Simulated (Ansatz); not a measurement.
Al2Ru3 (the lowest singlet isomer of a short search), 5 atoms. Hardware: 4 threads of Arm Neoverse V1 on a shared host.

In the def2 sets Ru takes a core potential; there is no spin–orbit coupling.

(1) How many basis functions does each of these Ansatz runs have, and roughly what does it cost? PBE-D4/def2-SVP, charge 0 quintet, relaxation, 5 steps; r2SCAN-D4/def2-TZVP, charge 1 doublet at the geometry of the charge 0 singlet, energy, from earlier orbitals; r2SCAN-D4/def2-TZVP, charge 0 triplet, energy, from earlier orbitals; B3LYP-D4/def2-TZVP, charge 0 quintet, energy, from earlier orbitals; r2SCANh-D4/def2-TZVP, charge 0 singlet, energy, from earlier orbitals; HF/STO-3G, charge 0 quintet, energy; PBE-D4/def2-TZVPD, charge 0 singlet, energy, from earlier orbitals; PBE0-D4/def2-TZVP, charge 1 doublet at the geometry of the charge 0 singlet, energy; B3LYP-D4/def2-TZVP, charge 0 singlet, energy, from earlier orbitals; PBE-D4/def2-SVP, charge 0 triplet, relaxation, 4 steps; PBE-D4/def2-TZVP, charge 0 triplet, energy, from earlier orbitals; PBE0-D4/def2-TZVP, charge 0 quintet, energy, from earlier orbitals.

Results:

(1) Other jobs shared the machine, so times can vary by a factor of up to 3. A dash marks memory too small to be measured apart from the calling script's.

```tsv
run	functions	fitting or Cholesky vectors	wall time	peak host memory (GiB)
PBE-D4/def2-TZVPD, charge 0 singlet, energy, from earlier orbitals	206	1590	4.3 s	–
B3LYP-D4/def2-TZVP, charge 0 singlet, energy, from earlier orbitals	194	1652	9 s	0.67
r2SCANh-D4/def2-TZVP, charge 0 singlet, energy, from earlier orbitals	194	1580	14 s	0.71
PBE-D4/def2-SVP, charge 0 triplet, relaxation, 4 steps	129	1283	16 s	–
HF/STO-3G, charge 0 quintet, energy	99	1204	21 s	1.1
PBE-D4/def2-TZVP, charge 0 triplet, energy, from earlier orbitals	194	1580	30 s	0.7
PBE-D4/def2-SVP, charge 0 quintet, relaxation, 5 steps	129	1283	34 s	–
B3LYP-D4/def2-TZVP, charge 0 quintet, energy, from earlier orbitals	194	1652	39 s	1.3
PBE0-D4/def2-TZVP, charge 0 quintet, energy, from earlier orbitals	194	1692	43 s	1.3
PBE0-D4/def2-TZVP, charge 1 doublet at the geometry of the charge 0 singlet, energy	194	1692	64 s	1.4
r2SCAN-D4/def2-TZVP, charge 1 doublet at the geometry of the charge 0 singlet, energy, from earlier orbitals	194	1580	66 s	0.8
r2SCAN-D4/def2-TZVP, charge 0 triplet, energy, from earlier orbitals	194	1580	70 s	0.8
```
